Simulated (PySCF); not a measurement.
Compound: C6H11NOSi.
Cartesian coordinates in Å at the GFN2-xTB level; atoms count from 1:
```
atom  x, y, z in Å
C1    -1.321    1.595   -0.118
Si2   -1.985   -0.024   -0.848
C3    -1.065   -1.548   -0.157
C4     0.413   -1.628   -0.552
C5     1.205   -0.535    0.063
N6     1.849    0.403   -0.557
C7     2.406    1.170    0.427
C8     2.064    0.644    1.630
O9     1.299   -0.447    1.403
H10   -0.365    1.862   -0.560
H11   -1.180    1.524    0.958
H12   -2.008    2.415   -0.304
H13   -3.400   -0.181   -0.479
H14   -1.854   -0.020   -2.310
H15   -1.137   -1.571    0.931
H16   -1.559   -2.453   -0.516
H17    0.529   -1.553   -1.633
H18    0.830   -2.584   -0.221
H19    2.999    2.030    0.196
H20    2.275    0.911    2.644
```

Definitions: NICS(0) = −σiso at the ring centroid; NICS(1) = −σiso and NICS(1)zz = −σzz at ±1 Å along the ring normal z. Level: GIAO PBE0/pcSseg-1 (PySCF, non-relativistic, gas phase) on the GFN2-xTB geometry, one conformer.

Ring bond lengths (Å), with Mayer bond orders in brackets: C5–N6 1.296 (1.65), N6–C7 1.366 (1.26), C7–C8 1.356 (1.65), C8–O9 1.352 (1.06), O9–C5 1.346 (1.06).

What do the NICS probes read (ppm)?

```csv
ring,type,NICS(0),"NICS(1), two faces","NICS(1)zz, two faces",rms pucker (Å),"centre to ring atoms, mean (Å)"
C5–N6–C7–C8–O9,5-membered ring with N and O; formal bonds all aromatic,-11.3,-10.2 / -10.6,-27.8 / -29.9,0.00,1.14
```

What do they say, and how far can they be read as aromaticity?

- C5–N6–C7–C8–O9: mean NICS(1)zz -28.9 ppm, shielded. A hydrogen on C1, outside the ring, lies 2.04 Å from a NICS(1) probe.

What does the geometric index give? HOMA = 1 − mean of α(R − Ropt)² over the ring bonds, with Krygowski's 1993 parameters (CC: Ropt 1.388 Å, α 257.7 Å⁻²; CN: Ropt 1.334 Å, α 93.52 Å⁻²; CO: Ropt 1.265 Å, α 157.38 Å⁻²).

- C5–N6–C7–C8–O9: HOMA 0.46; the largest term is that of C8–O9, α(R − Ropt)² = 1.19.

How shielded are the nuclei of the rings and their hydrogens (means over atoms taken as equivalent)?

| atoms | environment | σ isotropic (ppm) | principal values of the symmetric part, first atom (ppm) |
| --- | --- | --- | --- |
| C5 | substituted aromatic carbon | 16.0 | -59.1, 26.3, 80.7 |
| N6 | pyridine-type nitrogen | -28.0 | -220.8, -91.9, 228.7 |
| C7 | aromatic CH next to a ring nitrogen | 51.6 | -35.0, 59.3, 130.5 |
| C8 | aromatic CH next to a ring oxygen | 42.7 | -41.4, 56.6, 113.0 |
| O9 | furan-type oxygen | 16.5 | -144.0, -37.2, 230.6 |
| H19 | aromatic hydrogen | 24.46 | 22.3, 25.1, 25.9 |
| H20 | aromatic hydrogen | 24.01 | 22.0, 24.5, 25.5 |

On Arm Neoverse V2, one thread, shared host with 192 logical CPUs at a one-minute load of 30, this took 44 s of wall time (grids of density and orbitals included) and 0.96 GiB of memory at its peak. This is the whole shielding run at PBE0/pcSseg-1, SCF included.
